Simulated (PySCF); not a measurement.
**J couplings in C6H5NO2**

Molfile (atoms numbered from 1):
```
C6H5NO2
     RDKit          3D

 14 14  0  0  0  0  0  0  0  0999 V2000
    2.3837   -1.2951    0.5508 O   0  0  0  0  0  0  0  0  0  0  0  0
    1.8534   -0.3229    0.0796 C   0  0  0  0  0  0  0  0  0  0  0  0
    2.5385    0.6884   -0.4651 O   0  0  0  0  0  0  0  0  0  0  0  0
    0.3789   -0.1111    0.0376 C   0  0  0  0  0  0  0  0  0  0  0  0
   -0.2011    1.0520   -0.4707 C   0  0  0  0  0  0  0  0  0  0  0  0
   -1.5919    1.1504   -0.4610 C   0  0  0  0  0  0  0  0  0  0  0  0
   -2.3924    0.1947    0.0026 N   0  0  0  0  0  0  0  0  0  0  0  0
   -1.8307   -0.9118    0.4850 C   0  0  0  0  0  0  0  0  0  0  0  0
   -0.4538   -1.1169    0.5290 C   0  0  0  0  0  0  0  0  0  0  0  0
    3.4769    0.4585   -0.3891 H   0  0  0  0  0  0  0  0  0  0  0  0
    0.4196    1.8591   -0.8618 H   0  0  0  0  0  0  0  0  0  0  0  0
   -2.0803    2.0514   -0.8495 H   0  0  0  0  0  0  0  0  0  0  0  0
   -2.5133   -1.6829    0.8595 H   0  0  0  0  0  0  0  0  0  0  0  0
   -0.0171   -2.0330    0.9311 H   0  0  0  0  0  0  0  0  0  0  0  0
  1  2  2  0
  2  3  1  0
  2  4  1  0
  4  5  2  0
  5  6  1  0
  6  7  2  0
  7  8  1  0
  8  9  2  0
  9  4  1  0
  3 10  1  0
  5 11  1  0
  6 12  1  0
  8 13  1  0
  9 14  1  0
M  END
```

Method: B3LYP/pcJ-1 (without the spin–dipole term)//PBE0-D3(BJ)/def2-SVP, PySCF 2.14; isolated molecule, single conformer, non-relativistic. Couplings are averaged over pairs made equivalent by symmetry, fast rotation or ring inversion, so a value needn't be that of the named pair in this geometry, while other rotamers aren't included; one pair stands for each set, and the list holds those of at least 0.8 Hz over up to four bonds, among pairs with at least one H atom (others weren't computed).

Isotopes: $^{13}$C, $^{1}$H, $^{17}$O, $^{15}$N. Couplings to quadrupolar nuclei such as 17O and 33S are rarely resolved in practice.

| pair | bonds | J (Hz) |
| --- | --- | --- |
| O3, H10 | 1 | ? |
| C5, H11 | 1 | ? |
| C6, H12 | 1 | 189.3 |
| C2, H10 | 2 | ? |
| C5, H12 | 2 | 10.3 |
| C6, H11 | 2 | ? |
| N7, H12 | 2 | -12.8 |
| O1, H10 | 3 | 1.8 |
| C2, H11 | 3 | 4.7 |
| C4, H10 | 3 | 7.9 |
| C4, H12 | 3 | 7.1 |
| C5, H14 | 3 | 5.2 |
| C6, H13 | 3 | ? |
| N7, H11 | 3 | -1.3 |
| H11, H12 | 3 | 5.7 |
| C2, H12 | 4 | 1.3 |
| C5, H10 | 4 | ? |
| C5, H13 | 4 | -1.8 |
| H11, H14 | 4 | 1.4 |
| H12, H13 | 4 | -0.9 |

Q: Estimate the withheld couplings, with signs.

A: 
- $^{1}J$(O3,H10) = -78.2 Hz (bond length 0.969 Å)
- $^{1}J$(C5,H11) = 175.9 Hz (bond length 1.091 Å, sp2 carbon)
- $^{2}J$(C2,H10) = -6.0 Hz (angle at O3 107°)
- $^{2}J$(C6,H11) = 3.9 Hz (angle at C5 121°)
- $^{3}J$(C6,H13) = 12.4 Hz (dihedral angle 180°)
- $^{4}J$(C5,H10) = 1.1 Hz
